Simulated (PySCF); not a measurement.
Species: cyclopentanecarbaldehyde, C6H10O.
Z-matrix (Å and degrees, GFN2-xTB geometry), rows numbered from 1:
```
O 
C   1  1.1979
C   2  1.5039  1  126.29
C   3  1.5379  2  113.11  1     9.41
C   4  1.5283  3  105.04  2   109.29
C   5  1.5254  4  103.24  3    33.49
C   6  1.5273  5  103.15  4   -42.45
H   2  1.1100  1  120.90  3   179.72
H   3  1.0946  2  106.04  1  -112.43
H   4  1.0894  3  110.44  2   -12.01
H   4  1.0900  3  110.40  2  -131.92
H   5  1.0909  4  110.06  3   -83.59
H   5  1.0885  4  112.47  3   155.29
H   6  1.0888  5  112.92  4  -163.92
H   6  1.0911  5  109.76  4    74.83
H   7  1.0919  3  109.70  2   -19.60
H   7  1.0887  3  112.19  2   100.60
```

Method used: PBE0/def2-SVPD in PySCF (dipole) on a GFN2-xTB geometry, gas phase.

Masses are those of the commonest isotopes; rigid-rotor values at the optimised geometry. The values belong to one conformer with, in the numbering `[O:1]=[CH:2][CH:3]1[CH2:4][CH2:5][CH2:6][CH2:7]1`, O1–C2–C3–C4 9°, C2–C3–C4–C5 109°, C3–C4–C5–C6 33°, C4–C5–C6–C7 -42°, C5–C6–C7–C3 35°.

Problem. Give the principal moments of inertia and the rotational constants in MHz.

Solution. Ia = 98.67, Ib = 249.75, Ic = 299.47 u·Å²; 505379 MHz·u·Å²/I gives A = 5122, B = 2024, C = 1688 MHz.

Problem. What kind of rotor is it?

Solution. An asymmetric top. Ray's parameter κ = (2B − A − C)/(A − C) = -0.804; −1 is the prolate and +1 the oblate limit.

Problem. What does the inertial defect say?

Solution. Not planar: Δ = Ic − Ia − Ib = -48.95 u·Å². For a rigid frame Δ = −2 Σ m c², so Σ m c² = 24.47 u·Å² lies off the ab plane: 10.43 from hydrogen and 14.04 from heavier atoms. The atom farthest from that plane is 1.67 Å away.

Problem. Give the other two planar moments, Paa and Pbb, and the rms extents of the mass along the axes.

Solution. Paa = Σ m a² = (Ib + Ic − Ia)/2 = 225.27 and Pbb = Σ m b² = (Ia + Ic − Ib)/2 = 74.19 u·Å². With the mass M = 98.07 u, the rms extents √(P/M) along a, b and c are 1.52, 0.87, 0.50 Å.

Problem. Give the coordinates in the principal-axis frame, origin at the centre of mass.

Solution. The sense of each axis is arbitrary; atoms in the order of the calculation.
| atom | mass (u) | a (Å) | b (Å) | c (Å) |
| --- | --- | --- | --- | --- |
| O1 | 15.995 | 2.339 | -0.381 | 0.406 |
| C2 | 12.000 | 1.637 | 0.510 | 0.021 |
| C3 | 12.000 | 0.290 | 0.364 | -0.631 |
| C4 | 12.000 | -0.256 | -1.072 | -0.573 |
| C5 | 12.000 | -1.417 | -1.016 | 0.420 |
| C6 | 12.000 | -1.995 | 0.379 | 0.201 |
| C7 | 12.000 | -0.751 | 1.257 | 0.084 |
| H8 | 1.008 | 1.950 | 1.570 | 0.130 |
| H9 | 1.008 | 0.418 | 0.693 | -1.667 |
| H10 | 1.008 | 0.525 | -1.763 | -0.257 |
| H11 | 1.008 | -0.614 | -1.382 | -1.555 |
| H12 | 1.008 | -1.041 | -1.103 | 1.440 |
| H13 | 1.008 | -2.147 | -1.805 | 0.251 |
| H14 | 1.008 | -2.651 | 0.697 | 1.010 |
| H15 | 1.008 | -2.560 | 0.402 | -0.732 |
| H16 | 1.008 | -0.391 | 1.517 | 1.081 |
| H17 | 1.008 | -0.942 | 2.181 | -0.459 |

Problem. Where do the levels up to J = 2 lie, in K?

Solution. Above 0(0,0), as E/k:
J = 1: 1(0,1) 0.178, 1(1,1) 0.327, 1(1,0) 0.343
J = 2: 2(0,2) 0.533, 2(1,2) 0.667, 2(1,1) 0.715, 2(2,1) 1.161, 2(2,0) 1.163
Those of J = 1 are B + C, A + C and A + B.

Problem. Which types of transition are allowed, and where do some lines up to J = 4 fall?

Solution. The dipole components are |μa| = 2.24 D, |μb| = 1.56 D, |μc| = 0.97 D. Intensities carry the squares of the components, which stand as 1.00 : 0.49 : 0.19 (a : b : c). Some lines, for components of 0.1 D or more:

| type | branch | J(Ka,Kc) | MHz | lower level (cm⁻¹) |
| --- | --- | --- | --- | --- |
| c | Q | 4(1,4) ← 4(0,4) | 1901 | 1.225 |
| c | Q | 3(1,3) ← 3(0,3) | 2371 | 0.738 |
| c | Q | 1(1,1) ← 1(0,1) | 3098 | 0.124 |
| b | R | 2(0,2) ← 1(1,1) | 4298 | 0.227 |
| b | R | 1(1,1) ← 0(0,0) | 6810 | 0.000 |
| a | R | 2(1,2) ← 1(1,1) | 7086 | 0.227 |
| c | Q | 4(2,3) ← 4(1,3) | 8172 | 1.400 |
| b | R | 3(0,3) ← 2(1,2) | 8243 | 0.464 |
| b | Q | 4(2,2) ← 4(1,3) | 8550 | 1.400 |
| b | Q | 3(2,1) ← 3(1,2) | 8936 | 0.885 |
| a | R | 3(0,3) ← 2(0,2) | 11031 | 0.371 |
| a | R | 3(1,2) ← 2(1,1) | 11621 | 0.497 |
| b | R | 3(1,3) ← 2(0,2) | 13402 | 0.371 |
| a | R | 4(1,3) ← 3(1,2) | 15461 | 0.885 |
| c | Q | 3(3,1) ← 3(2,1) | 16219 | 1.183 |
| b | Q | 3(3,0) ← 3(2,1) | 16220 | 1.183 |
| c | R | 2(2,0) ← 1(1,0) | 17079 | 0.238 |
| b | R | 2(2,0) ← 1(1,1) | 17415 | 0.227 |
| c | R | 3(3,0) ← 2(2,0) | 27456 | 0.808 |
| b | R | 3(3,0) ← 2(2,1) | 27482 | 0.807 |
| b | R | 4(3,1) ← 3(2,2) | 31249 | 1.179 |
| b | R | 4(4,1) ← 3(3,0) | 37712 | 1.724 |

Problem. Estimate the classical rotational partition function at 10 K, 50 K and 500 K.

Solution. Point group C1, symmetry number σ = 1; q = (√π/σ)·√((kT/h)³/(ABC)), k/h = 20836.6 MHz/K: 1270 at 10 K, 14300 at 50 K, 451000 at 500 K.

GFN2-xTB frequencies: not computed here. No vibrational averaging or centrifugal distortion is included, and the geometry carries the error of its method.
